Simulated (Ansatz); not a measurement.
Consider the substitution at a C–O bond: `C[O][In]([NH2])[SH]` + `NCF` → `CNCF` + `[NH2][In]([OH])[SH]`.

Calculated with Ansatz (gas phase, PBE0-D4/def2-TZVP geometries, no zero-point term in ΔE). CCSD(T)/CBS is the MP2 limit (def2-TZVPP, def2-QZVPP) plus CCSD(T) − MP2 in def2-TZVPP, frozen cores. DFT in def2-TZVPP. B3LYP here is the variant with VWN-RPA as its local correlation; programs differ in this. HSE06 is defined as in plane-wave codes. def2 core potentials past Kr. For In outer-core shells are correlated without core-valence functions, which leaves a few kJ/mol of doubt a bond. Each species was taken in one conformer, which may not be the lowest.

```json
{"level": "LDA (SPW92)", "ΔE (kJ/mol)": "-32.3", "difference from CCSD(T)/CBS": "-1.0"}
{"level": "PBE-D4", "ΔE (kJ/mol)": "-28.8", "difference from CCSD(T)/CBS": "2.5"}
{"level": "r2SCANh-D4", "ΔE (kJ/mol)": "-29.5", "difference from CCSD(T)/CBS": "1.8"}
{"level": "r2SCAN0-D4", "ΔE (kJ/mol)": "-30.3", "difference from CCSD(T)/CBS": "1.0"}
{"level": "CAM-B3LYP-D4", "ΔE (kJ/mol)": "-28.8", "difference from CCSD(T)/CBS": "2.5"}
{"level": "ωB97X-V", "ΔE (kJ/mol)": "-29.9", "difference from CCSD(T)/CBS": "1.4"}
{"level": "PBE", "ΔE (kJ/mol)": "-29.6", "difference from CCSD(T)/CBS": "1.7"}
{"level": "revPBE", "ΔE (kJ/mol)": "-28.7", "difference from CCSD(T)/CBS": "2.6"}
{"level": "BLYP", "ΔE (kJ/mol)": "-26.9", "difference from CCSD(T)/CBS": "4.4"}
{"level": "B3LYP", "ΔE (kJ/mol)": "-28.4", "difference from CCSD(T)/CBS": "2.9"}
{"level": "HSE06", "ΔE (kJ/mol)": "-30.9", "difference from CCSD(T)/CBS": "0.4"}
{"level": "MP2/def2-SVP", "ΔE (kJ/mol)": "-28.8", "difference from CCSD(T)/CBS": "2.5"}
{"level": "MP2/def2-TZVPP", "ΔE (kJ/mol)": "-33.6", "difference from CCSD(T)/CBS": "-2.3"}
{"level": "CCSD/def2-TZVPP", "ΔE (kJ/mol)": "-30.5", "difference from CCSD(T)/CBS": "0.8"}
{"level": "HF/def2-QZVPP", "ΔE (kJ/mol)": "-27.0", "difference from CCSD(T)/CBS": "4.3"}
{"level": "HF/CBS(def2)", "ΔE (kJ/mol)": "-27.0", "difference from CCSD(T)/CBS": "4.3"}
{"level": "CCSD(T)/CBS", "ΔE (kJ/mol)": "-31.3", "difference from CCSD(T)/CBS": "0"}
```

Largest T1 diagnostic among the species: 0.015.

Leaving LDA and LC-ωPBE aside and taking each functional with its dispersion term where it has one, the values, not all of them listed here, spread over 6.5 kJ/mol, from PBE-QIDH to BLYP-D4. At CCSD(T), def2-SVP lies +6.1 kJ/mol from the extrapolated value and def2-TZVPP +1.1 kJ/mol. In def2-TZVPP, CCSD(T) changes the Hartree–Fock value by −3.2 kJ/mol (the triples alone add +0.2 kJ/mol) and MP2 by −6.5 kJ/mol.
